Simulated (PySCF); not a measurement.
# Al⁶⁺: ionisation energy

Al⁶⁺ [He] 2s2 2p3 [2p1/2^2 2p3/2^1, M_J = 3/2] → Al⁷⁺ [He] 2s2 2p2 [2p1/2^2, M_J = 0], as a difference of total energies. Calculation: PySCF 2.14, in an even-tempered Gaussian basis (18 s from 0.6 bohr⁻², ratio 2.4; 11 p from 0.78 bohr⁻², ratio 2.4; 5 d from 4.4 bohr⁻², ratio 2.6; 5 f from 6.6 bohr⁻², ratio 2.6); the two-component X2C-1e Hamiltonian. Correlated levels: nothing frozen; the 30 highest virtual spinors dropped. "Screened" scales the spin-orbit matrix elements by Boettger's factors to mimic the two-electron term; Breit and QED terms are absent.

```json
{"method": "GHF (spin-free)", "ionisation energy (eV)": "242.00"}
{"method": "GMP2 (spin-free)", "ionisation energy (eV)": "242.48"}
{"method": "GHF (screened spin-orbit)", "ionisation energy (eV)": "241.80"}
{"method": "GMP2 (screened spin-orbit)", "ionisation energy (eV)": "242.27"}
```

How much does correlation contribute at GMP2 (screened spin-orbit)?

242.27 − (241.80) = 0.47 eV, measured against GHF (screened spin-orbit).

The labels give the starting determinants; with spin-orbit coupling the two ends relaxed to ⟨J²⟩ = 3.75, ⟨L²⟩ = 0.00, ⟨S²⟩ = 3.75 and ⟨J²⟩ = 1.88, ⟨L²⟩ = 2.00, ⟨S²⟩ = 2.00.

The determinant of Al⁷⁺ mixes levels of different J (the jj label is only the starting occupation), so the difference between spin-free and spin-orbit rows is not the physical spin-orbit shift.

For comparison: 241.76 ± 0.09 eV (semi-empirical (NIST evaluation); NIST Atomic Spectra Database, ionization energies).
